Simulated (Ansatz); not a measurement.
Ansatz (an electronic-structure program) input (CCSD(T)/aug-cc-pVDZ):

Ansatz 0.2 input:
```yaml
crystal:
  periodic: [false, false, false]
  atoms:
    - {symbol: Ga, position_ang: [0.45287294, 0.06708787, 0.00156405]}
    - {symbol: F, position_ang: [-0.93575684, 0.95768398, -0.92251870]}
    - {symbol: F, position_ang: [-0.62413884, -1.18876443, 0.91713142]}
basis:
  gaussian:
    orbitals: aug-cc-pVDZ
total_charge: -1
magnetization: {spin_polarized: false}
correlation: {method: ccsd_t, electrons: outside_noble_gas}
```

End of the output:

```
integrals: 0.08 GiB planned
828 factors; integrals over basis functions are off by at most 2.8e-4 eV
mean field: 0.29 GiB planned
mean field evaluation 1: about -57748.8614 eV, gradient 9.2e0 eV
mean field evaluation 2: about -57748.9630 eV, gradient 9.6e0 eV
mean field evaluation 4: about -57749.3517 eV, gradient 1.9e0 eV
mean field evaluation 8: about -57749.3664 eV, gradient 1.4e-1 eV
mean field evaluation 16: about -57749.3666 eV, gradient 2.2e-6 eV
mean field -57749.36662733 eV, -2122.2500796277 hartree, gradient 2.2e-6 eV, S^2 0.000000; 0 other end points of the search recorded, 0 dependent functions left out
16 core orbitals not correlated, not the lowest: weight in the atoms' cores, before any rotation towards them, 0.967 or more for the frozen orbitals, at most 0.029 for the correlated occupied ones
reference -57749.36662733 eV, -2122.2500796277 hartree; 9, 9 occupied and 57, 57 virtual orbitals, 828 factors
second order -13.46667929 eV of doubles, -0.00000000 eV of singles
coupled cluster: 0.16 GiB planned
cycle   1  -13.16339974 eV  change    3.0e-1 eV  update   1.2e-1
cycle   2  -13.53931551 eV  change   -3.8e-1 eV  update   4.4e-2
cycle   3  -13.64731717 eV  change   -1.1e-1 eV  update   2.2e-2
cycle   4  -13.64211996 eV  change    5.2e-3 eV  update   5.4e-3
cycle   5  -13.63558163 eV  change    6.5e-3 eV  update   2.4e-3
cycle   6  -13.63650936 eV  change   -9.3e-4 eV  update   8.9e-4
cycle   7  -13.63710156 eV  change   -5.9e-4 eV  update   3.7e-4
cycle   8  -13.63690530 eV  change    2.0e-4 eV  update   1.4e-4
cycle   9  -13.63684153 eV  change    6.4e-5 eV  update   5.5e-5
cycle  10  -13.63689798 eV  change   -5.6e-5 eV  update   2.1e-5
cycle  11  -13.63688368 eV  change    1.4e-5 eV  update   8.4e-6
perturbative correction -0.36380879 eV, -0.0133697265 hartree
Total energy: -57763.36731981 eV, -2122.7645955862 hartree
```
